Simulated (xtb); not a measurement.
xtb input (GFN2-xTB):

```bash
xtb mol.xyz --gfn 2 --sp --chrg -1 --uhf 0
```
mol.xyz:
```
2

Mg    -0.00000000    -0.00000000    -0.75868323
F      0.00000000     0.00000000     1.01157765
```

Output:

```
           -------------------------------------------------
          |                Calculation Setup                |
           -------------------------------------------------

           -------------------------------------------------
          |                 G F N 2 - x T B                 |
           -------------------------------------------------

        Reference                      10.1021/acs.jctc.8b01176
      * Hamiltonian:
        H0-scaling (s, p, d)           1.850000    2.230000    2.230000
        zeta-weighting                 0.500000
      * Dispersion:
        s8                             2.700000
        a1                             0.520000
        a2                             5.000000
        s9                             5.000000
      * Repulsion:
        kExp                           1.500000    1.000000
        rExp                           1.000000
      * Coulomb:
        alpha                          2.000000
        third order                    shell-resolved
        anisotropic                    true
        a3                             3.000000
        a5                             4.000000
        cn-shift                       1.200000
        cn-exp                         4.000000
        max-rad                        5.000000

          ...................................................
          :                      SETUP                      :
          :.................................................:
          :  # basis functions                  14          :
          :  # atomic orbitals                  13          :
          :  # shells                            5          :
          :  # electrons                        10          :
          :  max. iterations                   250          :
          :  Hamiltonian                  GFN2-xTB          :
          :  restarted?                      false          :
          :  GBSA solvation                  false          :
          :  PC potential                    false          :
          :  electronic temp.          300.0000000     K    :
          :  accuracy                    1.0000000          :
          :  -> integral cutoff          0.2500000E+02      :
          :  -> integral neglect         0.1000000E-07      :
          :  -> SCF convergence          0.1000000E-05 Eh   :
          :  -> wf. convergence          0.1000000E-03 e    :
          :  Broyden damping             0.4000000          :
          :  net charge                         -1          :
          :  unpaired electrons                  0          :
          ...................................................

 iter      E             dE          RMSdq      gap      omega  full diag
   1     -5.1114966 -0.511150E+01  0.247E+01    3.42       0.0  T
   2     -5.4395496 -0.328053E+00  0.199E+01    4.03       1.0  T
   3     -5.4396274 -0.778169E-04  0.152E+01    4.03       1.0  T
   4     -5.4396823 -0.549436E-04  0.103E-01    4.02       1.0  T
   5     -5.4396826 -0.266330E-06  0.136E-01    4.02       1.0  T
   6     -5.4396826 -0.160351E-07  0.464E-03    4.02      15.3  T
   7     -5.4396826 -0.730977E-08  0.257E-03    4.02      27.5  T
   8     -5.4396826 -0.214323E-09  0.261E-04    4.02     270.6  T
   9     -5.4396826 -0.258460E-12  0.122E-05    4.02    5817.3  T

   *** convergence criteria satisfied after 9 iterations ***

         #    Occupation            Energy/Eh            Energy/eV
      -------------------------------------------------------------
         1        2.0000           -0.4252944             -11.5728
         2        2.0000           -0.1379221              -3.7531
         3        2.0000           -0.1379221              -3.7531
         4        2.0000           -0.1361451              -3.7047
         5        2.0000            0.0952753               2.5926 (HOMO)
         6                          0.2429699               6.6115 (LUMO)
         7                          0.2429699               6.6115
         8                          0.2847528               7.7485
         9                          0.2847528               7.7485
        10                          0.3370630               9.1720
       ...                                ...                  ...
        13                          1.0007595              27.2321
      -------------------------------------------------------------
                  HL-Gap            0.1476947 Eh            4.0190 eV
             Fermi-level            0.1691226 Eh            4.6021 eV

 SCC (total)                   0 d,  0 h,  0 min,  0.002 sec
 SCC setup                      ...        0 min,  0.000 sec (  3.938%)
 Dispersion                     ...        0 min,  0.000 sec (  0.983%)
 classical contributions        ...        0 min,  0.000 sec (  0.603%)
 integral evaluation            ...        0 min,  0.000 sec ( 15.377%)
 iterations                     ...        0 min,  0.001 sec ( 58.879%)
 molecular gradient             ...        0 min,  0.000 sec ( 14.564%)
 printout                       ...        0 min,  0.000 sec (  5.090%)

         :::::::::::::::::::::::::::::::::::::::::::::::::::::
         ::                     SUMMARY                     ::
         :::::::::::::::::::::::::::::::::::::::::::::::::::::
         :: total energy              -5.435537635524 Eh    ::
         :: gradient norm              0.031150627140 Eh/a0 ::
         :: HOMO-LUMO gap              4.018976462512 eV    ::
         ::.................................................::
         :: SCC energy                -5.439682600449 Eh    ::
         :: -> isotropic ES            0.208841253858 Eh    ::
         :: -> anisotropic ES         -0.000394044527 Eh    ::
         :: -> anisotropic XC         -0.000249381210 Eh    ::
         :: -> dispersion             -0.000468654145 Eh    ::
         :: repulsion energy           0.004144964926 Eh    ::
         :: add. restraining           0.000000000000 Eh    ::
         :: total charge              -1.000000000000 e     ::
         :::::::::::::::::::::::::::::::::::::::::::::::::::::

           -------------------------------------------------
          |                Property Printout                |
           -------------------------------------------------

    * Orbital Energies and Occupations

         #    Occupation            Energy/Eh            Energy/eV
      -------------------------------------------------------------
         1        2.0000           -0.4252944             -11.5728
         2        2.0000           -0.1379221              -3.7531
         3        2.0000           -0.1379221              -3.7531
         4        2.0000           -0.1361451              -3.7047
         5        2.0000            0.0952753               2.5926 (HOMO)
         6                          0.2429699               6.6115 (LUMO)
         7                          0.2429699               6.6115
         8                          0.2847528               7.7485
         9                          0.2847528               7.7485
        10                          0.3370630               9.1720
        11                          0.4111427              11.1878
        12                          0.4111427              11.1878
        13                          1.0007595              27.2321
      -------------------------------------------------------------
                  HL-Gap            0.1476947 Eh            4.0190 eV
             Fermi-level            0.1691226 Eh            4.6021 eV

     #   Z          covCN         q      C6AA      α(0)
     1  12 Mg       0.639    -0.382   442.697    63.491
     2   9 F        0.639    -0.618    16.633     4.813

 Mol. C6AA /au·bohr⁶  :        575.685516
Note: The following floating-point exceptions are signalling: IEEE_UNDERFLOW_FLAG IEEE_DENORMAL
normal termination of xtb
 Mol. C8AA /au·bohr⁸  :      44474.313040
 Mol. α(0) /au        :         68.303519

Wiberg/Mayer (AO) data.
largest (>0.10) Wiberg bond orders for each atom

 ---------------------------------------------------------------------------
     #   Z sym  total        # sym  WBO       # sym  WBO       # sym  WBO
 ---------------------------------------------------------------------------
     1  12 Mg   0.706 --     2 F    0.706
     2   9 F    0.706 --     1 Mg   0.706
 ---------------------------------------------------------------------------

Topologies differ in total number of bonds
Writing topology from bond orders to xtbtopo.mol

molecular dipole:
                 x           y           z       tot (Debye)
 q only:        0.000       0.000      -0.633
   full:       -0.000       0.000      -0.956       2.430
molecular quadrupole (traceless):
                xx          xy          yy          xz          yz          zz
 q only:        1.522       0.000       1.522       0.000       0.000      -3.043
  q+dip:        1.133       0.000       1.133       0.000       0.000      -2.265
   full:        0.497       0.000       0.497       0.000       0.000      -0.994

           -------------------------------------------------
          | TOTAL ENERGY               -5.435537635524 Eh   |
          | GRADIENT NORM               0.031150627140 Eh/α |
          | HOMO-LUMO GAP               4.018976462512 eV   |
           -------------------------------------------------

------------------------------------------------------------------------
------------------------------------------------------------------------
 total:
 SCF:
```

This state (charge -1, singlet) is run at the relaxed geometry of the species with charge 0 and multiplicity 2.
